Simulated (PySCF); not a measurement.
Simulation results for B₂H₆N₂, CH₆B₂N, B₂H₅NSi, AlB₂H₅N and others

Calculation on a computer-drawn molecule: the log of a Hartree-Fock and frozen-core CCSD(T) single point meant for a local Hartree-Fock minimum, with one planted fault or none, to be diagnosed. Offsets are logged minus clean, where the clean run is the same molecule without the fault. The reference is restricted for singlets and unrestricted otherwise, and also for a bond in bohr or an excited solution. Adding or removing an electron swaps singlet and doublet. The excited solution moves the top pair (singlet) or top alpha electron (doublet) to the lowest empty orbital. Highest occupied and lowest empty are orbital energies over both spins, largest force is the largest gradient component, triples share is (T) over the correlation energy, the T1 limit is 0.02 restricted and 0.045 unrestricted, electrons count all cores, a negative frequency is imaginary (commonest isotopes), and the dipole is about the centre of nuclear charge. Program: PySCF 2.14.0.

Common to all runs: logged SCF converged yes; logged CC converged yes; logged SCF stable within its kind yes; possible faults no fault, one electron removed, one electron added, multiplicity raised by two, geometry at a saddle point, SCF held on an excited solution, minimal basis STO-3G, one bond length entered in bohr, all coordinates scaled.

(1) B₂H₆N₂

Logged structure:
```xyz
10
B2H6N2
B     -2.8749    -0.0949    -1.3991
N     -2.2596     0.4698    -0.2717
B     -2.6319     1.6438     0.4950
N     -3.7412     2.4365     0.1933
H     -3.8648     0.4033    -1.8665
H     -2.4104    -1.0829    -1.9026
H     -1.4403     0.0020     0.0615
H     -1.9468     1.9447     1.4369
H     -4.3630     2.2615    -0.5672
H     -3.9760     3.2383     0.7367
```

- meant charge: 0
- meant multiplicity: 1
- meant basis: cc-pVDZ
- logged electrons: 29
- logged basis functions: 86
- logged spin squared: 0.7833
- logged highest occupied: -17.237 eV
- logged lowest empty: -7.1662 eV
- logged largest force: 0.09929 hartree/bohr
- logged T1 diagnostic: 0.042343
- logged D1 diagnostic: 0.265
- logged triples share: 0.028663
- logged dipole magnitude: 4.8327 debye
- logged energy HF: -161.55958 hartree
- logged energy CCSD(T): -162.09199 hartree
- planted fault: one electron removed
- HF energy offset from clean run: 204.3 kcal/mol
- CCSD(T) energy offset from clean run: 226.8 kcal/mol

Drawn bonds:
```tsv
atom	other atom	order
1	2	1
2	3	1
3	4	1
1	5	1
1	6	1
2	7	1
3	8	1
4	9	1
4	10	1
```

(2) CH₆B₂N

Logged structure:
```xyz
10
CH6B2N
B     -1.2521    -1.2621     1.4801
N     -1.7742     0.0161     1.1773
B     -1.8887     0.6891    -0.0850
C     -1.4266     0.0867    -1.4321
H     -0.8150    -1.9631     0.6128
H     -1.2519    -1.6384     2.6212
H     -2.1189     0.5367     1.9602
H     -2.3777     1.7892    -0.0707
H     -1.5377     0.6422    -2.3578
H     -0.9771    -0.8938    -1.5434
```

* meant charge: 0
* meant multiplicity: 2
* meant basis: cc-pVDZ
* logged electrons: 29
* logged basis functions: 86
* logged spin squared: 0.7587
* logged highest occupied: -10.32 eV
* logged lowest empty: 1.6491 eV
* logged largest force: 1.767e-05 hartree/bohr
* logged lowest frequency: 183.6 cm⁻¹
* logged T1 diagnostic: 0.014006
* logged D1 diagnostic: 0.053642
* logged triples share: 0.027036
* logged dipole magnitude: 0.53015 debye
* logged energy HF: -145.22159 hartree
* logged energy CCSD(T): -145.73527 hartree
* planted fault: no fault
* HF energy offset from clean run: 0 kcal/mol
* CCSD(T) energy offset from clean run: 0 kcal/mol

Drawn bonds:
```tsv
atom	other atom	order
1	2	1
2	3	1
3	4	1
1	5	1
1	6	1
2	7	1
3	8	1
4	9	1
4	10	1
```

(3) B₂H₅NSi

Logged structure:
```xyz
9
B2H5NSi
B     -0.5081     0.5384     1.1172
N     -0.0050    -0.6921     0.6413
B      0.7477    -0.8626    -0.5621
Si     1.1166     0.6767    -1.8642
H     -0.3311     1.5303     0.4543
H     -1.0996     0.6034     2.1579
H     -0.1631    -1.5032     1.2089
H      1.4890    -2.9670    -1.0474
H      2.4408     1.0288    -1.2080
```

- meant charge: 0
- meant multiplicity: 1
- meant basis: cc-pV(D+d)Z
- logged electrons: 36
- logged basis functions: 90
- logged spin squared: 1.0416
- logged highest occupied: -8.6745 eV
- logged lowest empty: 0.94571 eV
- logged largest force: 0.020435 hartree/bohr
- logged T1 diagnostic: 0.071205
- logged D1 diagnostic: 0.24886
- logged triples share: 0.037438
- logged dipole magnitude: 1.7989 debye
- logged energy HF: -395.55355 hartree
- logged energy CCSD(T): -396.03149 hartree
- planted fault: one bond length entered in bohr, row 7 of the drawn bonds
- HF energy offset from clean run: 66.73 kcal/mol
- CCSD(T) energy offset from clean run: 70.67 kcal/mol

Drawn bonds:
```tsv
atom	other atom	order
1	2	1
2	3	1
3	4	1
1	5	1
1	6	1
2	7	1
3	8	1
4	9	1
```

Notes: T1 above single-reference limit.

(4) AlB₂H₅N

Logged structure:
```xyz
9
AlB2H5N
B     -0.6205    -0.6038     1.4049
N     -0.4208     0.8040     0.6406
B      0.2931     0.8438    -0.6301
Al     1.4968     0.8393    -2.7518
H     -1.2600    -0.5987     2.5303
H     -0.1205    -1.6603     0.8333
H     -0.8319     1.7208     1.0970
H      1.6090     2.4021    -3.4096
H      2.0031    -0.7241    -3.1842
```

* meant charge: 1
* meant multiplicity: 1
* meant basis: cc-pV(D+d)Z
* logged electrons: 34
* logged basis functions: 90
* logged spin squared: 0
* logged highest occupied: -16.268 eV
* logged lowest empty: -4.3495 eV
* logged largest force: 0.068422 hartree/bohr
* logged T1 diagnostic: 0.016425
* logged D1 diagnostic: 0.051816
* logged triples share: 0.031426
* logged dipole magnitude: 1.2488 debye
* logged energy HF: -348.37672 hartree
* logged energy CCSD(T): -348.81322 hartree
* planted fault: all coordinates scaled, by +9.3 %
* HF energy offset from clean run: 34.75 kcal/mol
* CCSD(T) energy offset from clean run: 25.72 kcal/mol

Drawn bonds:
```tsv
atom	other atom	order
1	2	1
2	3	1
3	4	1
1	5	1
1	6	1
2	7	1
4	8	1
4	9	1
```

(5) B₂H₆N

Logged structure:
```xyz
9
B2H6N
B     -0.3938    -1.7754     0.6409
N      0.5122    -0.8218     0.2565
B      0.3905     0.4273    -0.6986
H     -0.0674    -2.6703     1.4098
H     -1.5381    -1.7693     0.2396
H      1.4263    -0.9269     0.6510
H      1.2104     0.3221    -1.6378
H     -0.7603     0.4925    -1.1497
H      0.6587     1.4718    -0.0642
```

- meant charge: -1
- meant multiplicity: 1
- meant basis: aug-cc-pVDZ
- logged electrons: 24
- logged basis functions: 21
- logged spin squared: 0
- logged highest occupied: -1.7087 eV
- logged lowest empty: 15.253 eV
- logged largest force: 0.041479 hartree/bohr
- logged T1 diagnostic: 0.020045
- logged D1 diagnostic: 0.083084
- logged triples share: 0.017261
- logged dipole magnitude: 3.573 debye
- logged energy HF: -105.91872 hartree
- logged energy CCSD(T): -106.11152 hartree
- planted fault: minimal basis STO-3G
- HF energy offset from clean run: 903.1 kcal/mol
- CCSD(T) energy offset from clean run: 1073 kcal/mol

Drawn bonds:
```tsv
atom	other atom	order
1	2	1
2	3	1
1	4	1
1	5	1
2	6	1
3	7	1
3	8	1
3	9	1
```

Notes: T1 above single-reference limit.

(6) CH₅BN

Logged structure:
```xyz
8
CH5BN
B     -1.1824     0.3313     0.0933
N      0.1449     0.7580     0.0050
C      1.2738    -0.0300    -0.2110
H     -1.4385    -0.8315    -0.0597
H     -2.0360     1.1446     0.3181
H      0.3424     1.7289     0.1403
H      2.1941     0.4608    -0.4926
H      1.1139    -1.0697    -0.4542
```

- meant charge: 0
- meant multiplicity: 2
- meant basis: cc-pVDZ
- logged electrons: 24
- logged basis functions: 67
- logged spin squared: 0
- logged highest occupied: 0.94361 eV
- logged lowest empty: 9.6944 eV
- logged largest force: 0.035544 hartree/bohr
- logged T1 diagnostic: 0.024638
- logged D1 diagnostic: 0.099779
- logged triples share: 0.034196
- logged dipole magnitude: 2.1533 debye
- logged energy HF: -119.81354 hartree
- logged energy CCSD(T): -120.29528 hartree

Drawn bonds:
```tsv
atom	other atom	order
1	2	1
2	3	1
1	4	1
1	5	1
2	6	1
3	7	1
3	8	1
```

Notes: T1 above single-reference limit; highest electron not bound in this basis.

(7) B₂H₆NSi

Logged structure:
```xyz
10
B2H6NSi
B      1.3140    -3.1371     0.4846
N      0.1784    -2.6709     1.2645
Si    -0.5218    -1.1827     1.0382
B      0.2101     0.0784    -0.3837
H      1.7402    -2.3911    -0.3506
H      1.7712    -4.2117     0.6933
H     -0.1829    -3.2958     1.9682
H     -1.6552    -0.8949     1.9216
H     -0.2455     0.0156    -1.4802
H      1.0620     0.8461    -0.0693
```

* meant charge: 1
* meant multiplicity: 1
* meant basis: cc-pV(D+d)Z
* logged electrons: 35
* logged basis functions: 95
* logged spin squared: 0.7724
* logged highest occupied: -22.401 eV
* logged lowest empty: -15.368 eV
* logged largest force: 0.083864 hartree/bohr
* logged T1 diagnostic: 0.019292
* logged D1 diagnostic: 0.060895
* logged triples share: 0.029771
* logged dipole magnitude: 6.0813 debye
* logged energy HF: -395.40351 hartree
* logged energy CCSD(T): -395.8531 hartree

Drawn bonds:
```tsv
atom	other atom	order
1	2	1
2	3	1
3	4	1
1	5	1
1	6	1
2	7	1
3	8	1
4	9	1
4	10	1
```

(8) BFH₄NSi

Logged structure:
```xyz
8
BFH4NSi
B      0.5915     0.1938    -0.2607
N      0.8454     1.4837    -0.9130
Si     1.3176     1.5877    -2.4725
F      1.5677     2.9959    -3.0815
H      0.2532     0.1930     0.8743
H      0.7443    -0.7856    -0.9239
H      0.6083     3.0666     0.1261
H      1.5231     0.4501    -3.3436
```

- meant charge: 1
- meant multiplicity: 1
- meant basis: cc-pV(D+d)Z
- logged electrons: 38
- logged basis functions: 85
- logged spin squared: 0.6733
- logged highest occupied: -17.913 eV
- logged lowest empty: -5.1912 eV
- logged largest force: 0.027851 hartree/bohr
- logged T1 diagnostic: 0.060435
- logged D1 diagnostic: 0.30459
- logged triples share: 0.03146
- logged dipole magnitude: 2.0669 debye
- logged energy HF: -469.51965 hartree
- logged energy CCSD(T): -470.08526 hartree

Drawn bonds:
```tsv
atom	other atom	order
1	2	1
2	3	1
3	4	1
1	5	1
1	6	1
2	7	1
3	8	1
```

Notes: T1 above single-reference limit.

**Q.** Give the missing planted fault for CH₅BN (entry 6).
**A.** one electron added

**Q.** B₂H₆NSi (entry 7): planted fault?
**A.** one electron removed

**Q.** Give the missing planted fault for BFH₄NSi (entry 8).
**A.** one bond length entered in bohr, row 6 of the drawn bonds

Further results for CH₅BN (entry 6):

* HF energy offset from clean run: 56.97 kcal/mol
* CCSD(T) energy offset from clean run: 23.27 kcal/mol

Further results for B₂H₆NSi (entry 7):

* HF energy offset from clean run: 380.9 kcal/mol
* CCSD(T) energy offset from clean run: 393.5 kcal/mol

Further results for BFH₄NSi (entry 8):

- HF energy offset from clean run: 93.75 kcal/mol
- CCSD(T) energy offset from clean run: 89.7 kcal/mol
